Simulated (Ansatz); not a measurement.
Consider the redistribution: `C[O][SnH]([F])[O][SiH3]` + `C[SiH](N)[AlH2]` → `C[O][SnH]([NH2])[F]` + `C[SiH]([AlH2])O[SiH3]`.

Calculated with Ansatz (gas phase, PBE0-D4/def2-TZVP geometries, no zero-point term in ΔE). CCSD(T)/CBS adds triple-zeta CCSD(T) − MP2 to the extrapolated MP2 energy (def2 sets, frozen cores). Elements past krypton have def2 core potentials. For Sn outer-core shells are correlated without core-valence functions, which leaves a few kJ/mol of doubt a bond. Each species was taken in one conformer, which may not be the lowest.

```json
{"level": "CCSD/def2-TZVPP", "ΔE (kcal/mol)": "-5.3"}
{"level": "HF/def2-QZVPP", "ΔE (kcal/mol)": "-5.4"}
```

Task: What does CCSD(T)/CBS give? (An estimate is asked.)

Result: Computed: -4.4 kcal/mol. The listed levels differ from it by -0.9, -1.0 kcal/mol.

Largest T1 diagnostic among the species: 0.014.
